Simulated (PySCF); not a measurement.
Working out the ionisation energy of F²⁺

F²⁺ [He] 2s2 2p3 (4S) → F³⁺ [He] 2s2 2p2 (3P). All numbers are calculated (PySCF 2.14, scalar relativity by spin-free X2C-1e, in x2c-QZVPPall (7s4p3d2f1g, 57 functions)). Frozen: 1s2. Energies in hartree (1 hartree = 27.21139 eV):

```
            part  F²⁺ (lower)  F³⁺ (upper)
             UHF   -97.701505   -95.413768
CCSD correlation    -0.121494    -0.106402
             (T)    -0.001420    -0.001303
```

What does Hartree-Fock give?

(-95.413768) − (-97.701505) = 2.287737 hartree = 62.252 eV.

What do CCSD and CCSD(T) give?

The CCSD correlation energies differ by 0.015092 hartree = 0.411 eV and the triples by 0.000117 hartree = 0.003 eV, so CCSD gives 62.663 eV and CCSD(T) 62.666 eV.

A first-order spin-orbit estimate adds -0.055 eV to CCSD(T) (valence), giving 62.611 eV against 62.708 eV (semi-empirical (NIST evaluation); NIST Atomic Spectra Database, ionization energies).

What remains against the reference includes basis incompleteness, the frozen core and higher excitations.
